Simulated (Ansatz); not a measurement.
`[SiH3]C1CCC1` + arsine → `[SiH3][AsH2]` + `C1CCC1`  (ligand exchange at the Si–C bond)

Isolated molecules relaxed with PBE0-D4/def2-TZVP in Ansatz; ΔE leaves out vibrations. CCSD(T)/CBS is the MP2 limit (def2-TZVPP, def2-QZVPP) plus CCSD(T) − MP2 in def2-TZVPP, frozen cores. Functionals use def2-TZVPP. For As outer-core shells are correlated without core-valence functions, which leaves a few kJ/mol of doubt a bond. Scalar relativity is left out up to krypton.

`[SiH3]C1CCC1`:

Z-matrix (Å, degrees):
```
Si
C 1 1.872
H 1 1.490 2 110.1
H 1 1.489 2 110.8 3 119.7
H 1 1.489 2 110.7 3 -119.7
C 2 1.552 1 114.2 3 -49.6
C 2 1.552 1 114.2 3 49.7
H 2 1.094 1 108.5 3 -180.0
C 6 1.539 2 88.8 1 98.6
H 6 1.093 2 111.3 1 -148.3
H 6 1.093 2 118.2 1 -22.2
H 7 1.093 2 111.4 1 148.3
H 7 1.093 2 118.2 1 22.2
H 9 1.091 6 117.5 2 138.2
H 9 1.092 6 111.6 2 -95.6
```

`[AsH3]`:

Cartesian coordinates in Å:
```
As -0.402 -0.342 -0.354
H 0.769 -0.938 0.414
H 0.462 0.784 -0.902
H -0.829 0.496 0.842
```

`[SiH3][AsH2]`:

Z-matrix (Å, degrees):
```
Si
As 1 2.365
H 1 1.486 2 113.4
H 1 1.486 2 108.2 3 -121.1
H 1 1.486 2 108.2 3 121.1
H 2 1.523 1 92.0 3 -46.4
H 2 1.523 1 92.0 3 45.8
```

`C1CCC1`:

Z-matrix (Å, degrees):
```
C
C 1 1.541
C 1 1.541 2 88.3
H 1 1.093 2 111.3 3 112.2
H 1 1.091 2 118.1 3 -121.3
C 2 1.541 1 88.3 3 -19.5
H 2 1.091 1 118.1 3 -140.8
H 2 1.093 1 111.3 3 92.7
H 3 1.091 1 118.1 2 140.8
H 3 1.093 1 111.3 2 -92.7
H 6 1.091 2 118.1 1 140.8
H 6 1.093 2 111.3 1 -92.7
```

| species | BHLYP-D4 energy (Eh) |
| --- | --- |
| `[SiH3]C1CCC1` | -447.87673 |
| `[AsH3]` | -2237.64435 |
| `[SiH3][AsH2]` | -2528.36358 |
| `C1CCC1` | -157.17163 |

Q: Work out ΔE.

A: ΔE = (-2528.36358) + (-157.17163) − (-447.87673) − (-2237.64435) = -0.01413 Eh = -37.1 kJ/mol. CCSD(T)/CBS gives -36.7 kJ/mol.

Q: What do rigid-rotor, harmonic-oscillator terms from PBE0-D4/def2-TZVP frequencies (298.15 K, 1 bar) make of the CCSD(T)/CBS value? (An estimate is asked.)

A: The calculation gave: ΔZPE = +9.4 kJ/mol, ΔH = -28.6 kJ/mol, ΔS = 6 J/(mol·K), ΔG = -30.2 kJ/mol.

Largest T1 diagnostic among the species: 0.011.

Leaving LDA and LC-ωPBE aside and taking each functional with its dispersion term where it has one, the values, not all of them listed here, spread over 7.8 kJ/mol, from HSE06-D4 to CAM-B3LYP-D4. LDA lies +8.5 kJ/mol from PBE without D4. The D4 term adds +6.7 kJ/mol with B3LYP and +3.9 kJ/mol with PBE0; it sums over pairs of atoms, weighted by their polarisabilities, and B3LYP, whose exchange is more repulsive, gets the larger term.

B3LYP here is the variant with VWN-RPA as its local correlation; programs differ in this.
